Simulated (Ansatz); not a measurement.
C2H7B, SMILES `CBC` (charge 0, multiplicity 1).

These are frozen-core CCSD(T)/6-31g // B3LYP-D3(BJ)/def2-TZVP (Ansatz, a program for electronic structure) values and carry that method's errors.

Ansatz 0.2 input:
```yaml
crystal:
  periodic: [false, false, false]
  atoms:
    - { symbol: C, position_ang: [-1.377543, 0.11629, 0.074957] }
    - { symbol: B, position_ang: [0.012968, -0.408055, -0.39926] }
    - { symbol: C, position_ang: [1.369738, 0.122135, 0.158861] }
    - { symbol: H, position_ang: [-2.136399, -0.666365, 0.150986] }
    - { symbol: H, position_ang: [-1.359687, 0.700852, 0.996916] }
    - { symbol: H, position_ang: [-1.737449, 0.786284, -0.721557] }
    - { symbol: H, position_ang: [0.040518, -1.264888, -1.238217] }
    - { symbol: H, position_ang: [1.735456, -0.649611, 0.854159] }
    - { symbol: H, position_ang: [2.149447, 0.210037, -0.601799] }
    - { symbol: H, position_ang: [1.30295, 1.053321, 0.724954] }
basis:
  gaussian: { orbitals: "6-31g" }
correlation:
  method: ccsd_t
```

Output:

```
Functional definition: HF
604 factors; integrals over basis functions are off by at most 2.0e-4 eV
mean field evaluation 1: about -2840.6115 eV, gradient 2.5e1 eV
mean field evaluation 2: about -2840.6048 eV, gradient 2.5e1 eV
mean field evaluation 4: about -2842.3567 eV, gradient 2.0e0 eV
mean field evaluation 8: about -2842.3719 eV, gradient 2.3e-4 eV
mean field evaluation 16: about -2842.3810 eV, gradient 3.0e-2 eV
mean field -2842.37193969 eV, -104.4552421546 hartree, gradient 1.5e-6 eV, S^2 0.000000; 1 other end points of the search recorded, 0 dependent functions left out
3 core orbitals not correlated
reference -2842.37193969 eV, -104.4552421546 hartree; 9, 9 occupied and 29, 29 virtual orbitals, 604 factors
second order -6.34531896 eV of doubles, -0.00000000 eV of singles
cycle   1  -7.09795409 eV  change   -7.5e-1 eV  update   6.3e-2
cycle   2  -7.40034528 eV  change   -3.0e-1 eV  update   2.2e-2
cycle   3  -7.42981225 eV  change   -2.9e-2 eV  update   5.2e-3
cycle   4  -7.43059407 eV  change   -7.8e-4 eV  update   1.4e-3
cycle   5  -7.43062438 eV  change   -3.0e-5 eV  update   3.6e-4
cycle   6  -7.43062157 eV  change    2.8e-6 eV  update   9.2e-5
cycle   7  -7.43060795 eV  change    1.4e-5 eV  update   3.3e-5
cycle   8  -7.43060422 eV  change    3.7e-6 eV  update   1.5e-5
perturbative correction -0.15287420 eV, -0.0056180231 hartree
Total energy: -2849.95541810 eV, -104.7339298461 hartree
```
